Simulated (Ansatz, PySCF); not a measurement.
arsine cation (AsH3), SMILES [AsH3] (connectivity only; charge and spin as stated), charge +1, multiplicity 2. Atoms are numbered in the order given.

```xyz
4

As     0.0000     0.0000    -0.0567
H     -1.2443    -0.7184    -0.4685
H      0.0000     1.4368    -0.4685
H      1.2443    -0.7184    -0.4685
```
Charge +1, spin multiplicity 2.

Coordinates come from a r2SCAN-D4/def2-TZVPD optimisation. The spin state was assumed, not searched.

Two levels are set side by side: PBE-D3(BJ)/def2-TZVPD (Ansatz, a quantum-chemistry and plane-wave program) and r2SCAN-D4/def2-TZVPD (Ansatz). Each level has its own optimised geometry; the coordinates shown are those of the second. Frequencies come from the Hessian of PySCF at each geometry. Differences are taken from unrounded values.

```csv
quantity,r2SCAN-D4,PBE-D3(BJ),PBE-D3(BJ) minus r2SCAN-D4
mean bond length (Å),1.495,1.511,0.016
bond As1–H2 (Å),1.495,1.511,0.016
bond As1–H3 (Å),1.495,1.511,0.016
bond As1–H4 (Å),1.495,1.511,0.016
highest harmonic wavenumber (cm⁻¹),2355,2271,-83
mean harmonic wavenumber (cm⁻¹),1584,1531,-54
zero-point energy (kcal/mol),13.59,13.13,-0.46
```
